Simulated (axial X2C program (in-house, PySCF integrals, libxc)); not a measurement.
**Worked dissociation energy of PdN: TPSSh, scalar-relativistic**

All values were computed with an axial X2C code built on PySCF integrals. Spin-free means the one-electron spin-free X2C Hamiltonian. Basis: Pd dyall-cv3z [12s12p8d5f3g], N dyall-av3z [7s7p3d2f] (cores contracted in-house); Gaussian nuclei, density fitting, unrestricted open shells. Masses: Pd 105.903 u, N 14.003 u.

Molecular state: M_S = 3/2, Λ = 0 (beyond evenly filled blocks: σα, π+α, π-α).

* E(Pd) (2M_S = 0, M_L = 0): -5045.151246 hartree
* E(N) (2M_S = 3, M_L = 0): -54.642360 hartree
* E(PdN) at Re: -5099.879056 hartree
* ωe: 644.4 cm⁻¹
* ωexe: 5.12 cm⁻¹

Q: Work out De and D0.

A: De = -5045.151246 + (-54.642360) − (-5099.879056) = 0.08545 hartree = 2.325 eV. The zero-point energy is ωe/2 − ωexe/4 = 321 cm⁻¹ = 0.040 eV, so D0 = 2.285 eV.

Occupations by symmetry block were frozen at the best pattern of an incomplete PBE0 search. De is counted from the lowest determinant-based energies of the atoms at the same level, without counterpoise correction. PBE0 can misorder states that lie within some tenths of an eV, so this need not be the ground state of the molecule. The nearest other spin-free determinant of the search, M_S = 1/2, Λ = 0, lies 0.34 eV up at the distance of the search.

Each atomic determinant is the lowest at this level and need not be a pure term. Totals compare only within one Hamiltonian and basis.
